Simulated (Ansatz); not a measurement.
`[F][GeH2][SiH3]` + `C[O][SnH]([OH])[Cl]` → `C[O][SnH]([Cl])[O][SiH3]` + `[F][GeH3]`  (cleavage of the Si–Ge bond)

Computed with Ansatz on PBE0-D4/def2-TZVP structures; ΔE is electronic, products minus reactants. CBS: MP2 limit from def2 TZ/QZ plus the TZ coupled-cluster correction, frozen cores. DFT in def2-TZVPP. def2 core potentials past Kr. For Ge, Sn outer-core shells are correlated without core-valence functions, which leaves a few kJ/mol of doubt a bond. Scalar relativity is left out up to krypton. One conformer a species, not always the lowest.

**Question.** Is it downhill or uphill in electronic energy at CCSD(T)/CBS, and by how much? (An estimate is asked.)

**Answer.** The calculation gave: Downhill: ΔE = -93.4 kJ/mol.

**Question.** What do these levels give: PBE-D4, r2SCAN-D4, ωB97M-V, PBE, r2SCAN, MP2/def2-TZVPP, SCS-MP2/def2-TZVPP, HF/def2-QZVPP, MP2/def2-QZVPP, SCS-MP2/def2-QZVPP, HF/CBS(def2), CCSD/CBS(def2)? (An estimate is asked.)

**Answer.** Computed: PBE-D4 -66.9, r2SCAN-D4 -84.9, ωB97M-V -92.3, PBE -62.7, r2SCAN -83.4, MP2/def2-TZVPP -100.8, SCS-MP2/def2-TZVPP -104.4, HF/def2-QZVPP -117.2, MP2/def2-QZVPP -101.1, SCS-MP2/def2-QZVPP -104.8, HF/CBS(def2) -117.6, CCSD/CBS(def2) -95.4 kJ/mol.

Largest T1 diagnostic among the species: 0.013.

From PBE to PBE0 (25 % exact exchange), in def2-TZVPP and without D4, ΔE moves by −9.8 kJ/mol. In def2-TZVPP, CCSD(T) changes the Hartree–Fock value by +19.5 kJ/mol (the triples alone add +2.0 kJ/mol) and MP2 by +13.4 kJ/mol.
